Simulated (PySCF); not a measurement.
**Energy of Co⁺ (cobalt, charge +1) between two integer charges**

The 3d beta orbital of [Ar] 3d8 is emptied in steps (occupation f), with all orbitals relaxed, ending at [Ar] 3d7. Computed with PySCF 2.14 in aug-cc-pVTZ-DK (8s7p5d3f2g, 93 functions), with scalar relativity by spin-free X2C-1e. The exact energy is a straight line in f; departures are measured from the line between the end points of the same method.

Question: Among PBE0, r2SCAN, LC-wPBE, which shows the largest delocalisation error (convex curve), and which is closest to linear?

Answer: Most convex: r2SCAN (-1.557 eV at f = 0.5); closest to linear: LC-wPBE (-0.427 eV).

```tsv
f	PBE0 (eV)	r2SCAN (eV)	LC-wPBE (eV)
1	0.000	0.000	0.000
0.75	-0.785	-1.154	-0.304
0.5	-1.067	-1.557	-0.427
0.25	-0.814	-1.178	-0.335
0	0.000	0.000	0.000
```

| method | E(f=0) − E(f=1) (eV) | −ε at f=1 (eV) | −ε at f=0.5 (eV) |
| --- | --- | --- | --- |
| PBE0 | 17.527 | 13.431 | 17.451 |
| r2SCAN | 17.684 | 11.618 | 17.621 |
| LC-wPBE | 17.856 | 16.320 | 17.774 |

Reference removal energy between the ground levels: 17.084 eV (measured; NIST Atomic Spectra Database, ionization energies). The calculation has no spin-orbit coupling. The determinant left behind need not be the lowest term of the ion.
